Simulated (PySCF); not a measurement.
C₇H₉O₂ (doublet state).
Cartesian coordinates in Å at the GFN2-xTB level; atoms count from 1:
```
atom  x, y, z in Å
C1    -3.2800   -0.1837   -0.5368
C2    -1.9981    0.0075   -0.2447
C3    -1.5280    0.8225    0.9173
C4    -0.9470   -0.5871   -1.0898
C5     0.3255   -0.4512   -0.9073
C6     1.5592    0.0375   -0.4578
O7     2.0110    1.1303   -0.7612
O8     2.2156   -0.8477    0.3404
C9     3.4649   -0.4020    0.8317
H10   -4.0604    0.2500    0.0652
H11   -3.5985   -0.7710   -1.3809
H12   -0.8877    1.6318    0.5692
H13   -0.9385    0.2028    1.5916
H14   -2.3697    1.2417    1.4620
H15   -1.3179   -1.1894   -1.9141
H16    4.0519    0.0498    0.0284
H17    3.9689   -1.2784    1.2319
H18    3.3200    0.3430    1.6186
```

The hyperfine couplings belong to this conformer and change with its torsions.

As a line formula: `C=C(C)/C=[C]\C(=O)OC` [radical].

The calculation used UKS B3LYP, pcH-1 on C H O, non-relativistic, mean-field spin-orbit, GIAO (PySCF). The structure is a single GFN2-xTB conformer in the gas phase; no vibrational or solvent corrections. A GFN2-xTB geometry isn't a minimum of the functional, and hyperfine couplings can be far from their values at a DFT geometry. The frame is twisted about the C5–C6 bond at this geometry (dihedral C4–C5–C6–O7 = -66°); couplings at other torsion angles weren't computed. Stability of the SCF solution: not tested.

Principal values of hyperfine tensors in MHz (contact and dipolar terms together), for some of the nuclei:

```tsv
atom	isotope	A1	A2	A3
H15	1H	135.71	137.32	150.04
C5	13C	37.43	58.43	241.65
C2	13C	62.41	67.66	80.73
C6	13C	-41.91	-32.42	-23.53
O7	17O	-76.49	15.87	17.11
H18	1H	9.04	9.56	13.20
H10	1H	6.74	7.27	9.89
H16	1H	3.75	4.92	8.82
```

(1) Give the isotropic coupling of each nucleus in MHz and in mT (g = 2.0035), and the anisotropic part.

(2) What spin density at the nucleus of H15 lies behind its contact coupling (g_N = 5.58569)?

(3) C4 (13C, g_N = 1.40482) isn't in the table. Its spin density at the nucleus is -0.03829 bohr⁻³. What is its contact coupling?

(4) Name the largest traceless tensor T of the table and describe it.

(5) In a single crystal, with the field along each principal axis of the tensor of H15 in turn, what first-order splitting does this nucleus give (isotropic g, quadrupole terms neglected)?

Results:

(1) a_iso = (A1 + A2 + A3)/3, Ti = Ai − a_iso; 1 mT corresponds to 28.042 MHz.

```
atom  a_iso (MHz)  a_iso (mT)      T1      T2      T3
 H15       141.02       5.029   -5.31   -3.70    9.01
  C5       112.50       4.012  -75.07  -54.08  129.14
  C2        70.27       2.506   -7.86   -2.60   10.46
  C6       -32.62      -1.163   -9.29    0.20    9.09
  O7       -14.50      -0.517  -61.98   30.37   31.61
 H18        10.60       0.378   -1.56   -1.04    2.60
 H10         7.97       0.284   -1.23   -0.69    1.93
 H16         5.83       0.208   -2.08   -0.91    2.99
```

(2) a_FC = 800.24 MHz bohr³ × g_N × ρ(0)/(2S). With a_FC = 141.02 MHz and 2S = 1, ρ(0) = 0.03155 bohr⁻³. In magnitude that is 9.9 % of the 1/π = 0.318 of a free hydrogen atom.

(3) By the same relation, a_FC = -43.0 MHz. Its full tensor has the principal values -57.63, -38.94, -32.55 MHz.

(4) C5: -75.1, -54.1, 129.1 MHz, rhombic: the two smaller values differ by 16 % of the largest.

(5) 2 lines (I = 1/2), spaced by |A_i|/(g × 13.996): 4.84, 4.90, 5.35 mT along the axes of A1, A2 and A3.

Time: 92 s wall (with the writing of density and orbital grids); peak memory 0.96 GiB. Hardware: one thread, Arm Neoverse V2 (aarch64), shared host.
